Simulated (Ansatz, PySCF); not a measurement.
Species: SiPH₄, charge 0, doublet. SiPH4 (SMILES [SiH3][PH], doublet).
B3LYP-D3(BJ)/def2-TZVP minimum from Ansatz (an electronic-structure program):
```
Si
H 1 1.4808
H 1 1.4839 2 108.99
H 1 1.4839 2 108.99 3 -118.40
P 1 2.2606 2 109.00 3 120.80
H 5 1.4248 1 91.77 2 180.00
```
Charge 0, spin multiplicity 2.

Atomisation energy term by term, kcal/mol (programs: Ansatz). Open shells are spin-unrestricted; no spin-orbit coupling. Cores are frozen in correlated methods. Rows without X2C or -DK are non-relativistic. CBS(X,Y): correlation extrapolated as X^-3, Hartree-Fock from the larger set. A bracket is a step between two methods taken in the basis named. 'core' is core correlation in cc-pwCVTZ (1s frozen past Ne), 'X2C' scalar relativity in cc-pVTZ-DK, both at CCSD(T). Where a partner has so few electrons that a lower coupled-cluster level is exact, that level stands in.

```csv
term,basis,kcal/mol
Hartree-Fock,cc-pV(Q+d)Z,276.01
CCSD correlation,"CBS(cc-pV(T+d)Z,cc-pV(Q+d)Z)",91.77
(T),"CBS(cc-pV(T+d)Z,cc-pV(Q+d)Z)",3.49
CCSDT(Q) - CCSD(T),cc-pV(T+d)Z,0.22
core correlation,cc-pwCVTZ,0.07
scalar relativity,"X2C, cc-pVTZ-DK",-0.92
minus zero-point energy,"harmonic, PySCF's Hessian at B3LYP-D3(BJ)/def2-TZVP",-20.27
sum: D0,,350.4
```

The step beyond CCSD(T) by other levels: CCSDT(Q) in cc-pV(D+d)Z 0.43 kcal/mol.
